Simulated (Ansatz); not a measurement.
Species: sum formula GeI3F, charge 0, multiplicity 1. SMILES: [F][Ge]([I])([I])[I]
Geometry from a B3LYP-D3(BJ)/def2-TZVP (Ansatz, a program for electronic structure) optimisation:
```
Ge
F 1 1.7401
I 1 2.5109 2 106.31
I 1 2.5109 2 106.31 3 -120.00
I 1 2.5109 2 106.31 3 120.00
```
Charge 0, spin multiplicity 1.

Quantity: atomisation energy (electronic, to ground-state atoms), in kcal/mol. Correlated levels leave the core frozen unless marked. Open shells are spin-unrestricted. Spin-orbit coupling is left out. The frozen core is the preceding noble-gas configuration, with the filled d and f shells of earlier blocks. Past Kr the def2 sets carry scalar-relativistic core potentials. The coupled-cluster limit lacks core correlation, which all-electron functionals hold. CBS(X,Y): correlation extrapolated as X^-3; Hartree-Fock from the larger set.

```json
[
 {"level": "BLYP-D4/def2-TZVPD", "program": "Ansatz + dftd4", "atomisation energy (kcal/mol)": "…"},
 {"level": "B3LYP-D3(BJ)/def2-TZVPD", "program": "Ansatz + dftd3", "atomisation energy (kcal/mol)": "…"},
 {"level": "PBE0-D3(BJ)/def2-TZVPD", "program": "Ansatz + dftd3", "atomisation energy (kcal/mol)": "294.6"},
 {"level": "r2SCANh/def2-TZVPD", "program": "Ansatz", "atomisation energy (kcal/mol)": "291.9"},
 {"level": "r2SCAN0/def2-TZVPD", "program": "Ansatz", "atomisation energy (kcal/mol)": "285.1"},
 {"level": "HSE06-D4/def2-TZVPD", "program": "Ansatz + dftd4", "atomisation energy (kcal/mol)": "295.3"},
 {"level": "LC-wPBE-D3(BJ)/def2-TZVPD", "program": "Ansatz + dftd3", "atomisation energy (kcal/mol)": "288.1"},
 {"level": "RPA@PBE/def2-TZVPP", "program": "Ansatz", "atomisation energy (kcal/mol)": "…"},
 {"level": "SCS-MP2/def2-SVPD", "program": "Ansatz", "atomisation energy (kcal/mol)": "269.9"},
 {"level": "SCS-MP2/def2-TZVPP", "program": "Ansatz", "atomisation energy (kcal/mol)": "283.6"},
 {"level": "CCSD/def2-TZVPP", "program": "Ansatz", "atomisation energy (kcal/mol)": "268.7"},
 {"level": "CCSD(T)/CBS(def2-TZVPPD,def2-QZVPPD)", "program": "Ansatz", "atomisation energy (kcal/mol)": "…"}
]
```

### Question
What belongs in the gaps?

### Answer

- BLYP-D4/def2-TZVPD, atomisation energy (kcal/mol): 289.9
- B3LYP-D3(BJ)/def2-TZVPD, atomisation energy (kcal/mol): 287.0
- RPA@PBE/def2-TZVPP, atomisation energy (kcal/mol): 244.4
- CCSD(T)/CBS(def2-TZVPPD,def2-QZVPPD), atomisation energy (kcal/mol): 294.4
